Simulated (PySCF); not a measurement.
RbF, SMILES [F][Rb].

Coordinates come from a B3LYP-D3(BJ)/def2-TZVPD optimisation. The def2 effective core potentials stand for the cores of Rb; spin–orbit coupling is left out.

Two levels are set side by side: TDDFT-PBE/def2-TZVPD (PySCF) and TDDFT-B3LYP/def2-TZVPD (PySCF). Vertical, same geometry. The lowest singlet is HOMO−1→LUMO 100 % with PBE and HOMO→LUMO 99 % with the other functional; states are paired by order. Differences are taken from unrounded values.

| quantity | TDDFT-B3LYP | TDDFT-PBE | TDDFT-PBE minus TDDFT-B3LYP |
|---|---|---|---|
| lowest singlet excitation (eV) | 3.81 | 2.87 | -0.93 |
| lowest triplet excitation (TDA) (eV) | 3.75 | 2.73 | -1.02 |

A lower first singlet is the usual sign of a functional without exact exchange. Differences between two approximate levels are no errors against the true value.

Rough cost on one machine, each run with all the roots and properties that it gave: TDDFT-B3LYP against TDDFT-PBE within a factor of 2.
